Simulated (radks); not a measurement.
Spherical quantum dot in the effective-mass picture: electrons in a hard-walled sphere of radius 2.14, all in effective atomic units (hartree* = m*/eps^2 hartree, bohr* = eps/m* bohr), one dielectric constant everywhere. Calculated with a radial shooting solver with Libxc functionals: non-relativistic Kohn-Sham, LDA (Slater exchange, Perdew-Wang correlation), spin-polarised, spherical densities. Levels are named by radial order and angular momentum (1s, 1p, 1d, 2s, ...), and open shells are averaged over m. Results are scaled to m* = 0.209 and eps = 14.1, for which hartree* = 28.61 meV and bohr* = 3.57 nm.

N = 25, configuration 1s2 1p6 1d10 1f(up 7, down 0). This is the lowest configuration that the search found. Occupied and some empty levels:

level,occupation,eigenvalue (meV),<r> (nm)
1s up,1,468.92,4.826
1s down,1,472.67,4.788
1p up,3,488.17,5.143
1p down,3,492.31,5.126
1d up,5,519.00,5.374
1d down,5,523.38,5.366
1f up,7,559.88,5.554
1f down,0,564.41,5.550
2s up,0,568.17,3.481
2s down,0,569.94,3.493
1g up,0,609.98,5.699
1g down,0,614.59,5.698
2p up,0,625.73,4.008
2p down,0,627.97,4.007
2d up,0,692.48,4.357
2d down,0,695.12,4.353

Energy (meV): total 7683.71, kinetic 2735.3, external 0, Hartree 5505.8, exchange-correlation -557.34.
